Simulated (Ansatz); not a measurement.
Name a neutral molecule of B, C, Cl, O and H with HOMO–LUMO gap (ωB97M-V/def2-TZVPP) between 12.55 and 12.85 eV and HOMO–LUMO gap (PBE/def2-TZVPP) between 5.65 and 5.95 eV (Ansatz, PBE0-D4/def2-TZVP geometry).

`ClB1CO1` (12.59 eV, 5.77 eV); `OBCCl` (12.59 eV, 5.93 eV). Other molecules can fit too; these were computed, each in one conformer that needn't be the lowest.
